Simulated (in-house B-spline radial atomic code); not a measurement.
# Functionals against ionisation energies along an isoelectronic series: Sn to I³⁺

Ionisation energies as differences of self-consistent total energies from an all-electron radial atomic-structure program (B-spline basis): all electrons, radial basis limit, scalar-relativistic (one-electron X2C), spin-polarised at highest spin, spherical densities; exact exchange is averaged over the determinants of each configuration. No spin-orbit coupling, Breit or QED terms. NIST's values run from ground level to ground level, so in open shells the differences also hold multiplet and fine-structure energies that spherical high-spin averages miss. For p electrons of heavy elements the spin-orbit part alone reaches an electronvolt or more. Columns give computed minus NIST, in eV; a star marks a semi-empirical value. Species are left out where the tabulated value is theory, is uncertain by more than 0.12 eV, or (13 ions, such as In⁴⁺, Te⁴⁺ and Bi⁴⁺) lies off its series for all methods alike, which flatters the means a little.

```csv
species,shell,NIST (eV),r2SCAN,PBE0,B97-1,revTPSS,AM05
Sn,5p,7.34,+0.17,+0.01,-0.21,-0.01,-0.05
Sb⁺,5p,16.63 ± 0.03,?,?,?,?,?
Te²⁺,5p,27.84 ± 0.04,-0.03,-0.24,-0.44,-0.26,-0.27
I³⁺,5p,40.36 ± 0.03,+0.06,-0.15,-0.34,-0.18,-0.17
```

(1) What are the differences for Sb⁺ ([Kr] 4d10 5s2 5p2)?

(2) How do the methods rank, and which species is hardest?

## Answers

(1) r2SCAN +0.14; PBE0 -0.05; B97-1 -0.25; revTPSS -0.07; AM05 -0.10 eV.

(2) Mean absolute (signed) differences: r2SCAN 0.10 (+0.08) eV; PBE0 0.11 (-0.11) eV; revTPSS 0.13 (-0.13) eV; AM05 0.15 (-0.15) eV; B97-1 0.31 (-0.31) eV. For I³⁺, which loses a 5p electron, the nearest method is off by +0.06 eV, the largest such miss. The first two are tied within the accuracy of the references.
